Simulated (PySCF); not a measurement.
Worked example: chemical shift, span and skew from a shielding tensor

B(F)(NCO)2 (C2BFN2O2), SMILES C(=NB(F)N=C=O)=O. Atoms are numbered in the order given.

```xyz
8

B      0.0000     0.0000    -0.8373
F      0.0000     0.0000    -2.1599
N      0.0000    -1.2349    -0.1492
C      0.0000    -2.2120     0.5417
O      0.0000    -3.1712     1.2009
N      0.0000     1.2349    -0.1492
C      0.0000     2.2120     0.5417
O      0.0000     3.1712     1.2009
```

Geometry optimised at PBE0-D3(BJ)/def2-SVP. One conformer was computed; it need not be the lowest.

GIAO shieldings from KT2/pcSseg-1 (PySCF), non-relativistic, no solvent. The symmetric part of the tensor of C4 has the principal values -28.9, -27.9, 268.9 ppm. The same nucleus in TMS has σ = 185.1 ppm at this level (PySCF, at its B3LYP-D3(BJ)/def2-TZVP geometry).

Q: Work out the isotropic shielding, the ¹³C shift against TMS, the span and the skew.

A: 
σ(iso) = (σ11 + σ22 + σ33)/3 = 70.7 ppm. δ = σ(ref) − σ(iso) = 185.1 − (70.7) = 114.4 ppm.
Span Ω = σ33 − σ11 = 297.8 ppm. Skew κ = 3(σ(iso) − σ22)/Ω = 0.99, an axial tensor. Tumbling in solution averages the tensor to δ; in a static solid the shielding alone would spread this spin-1/2 line over Ω.
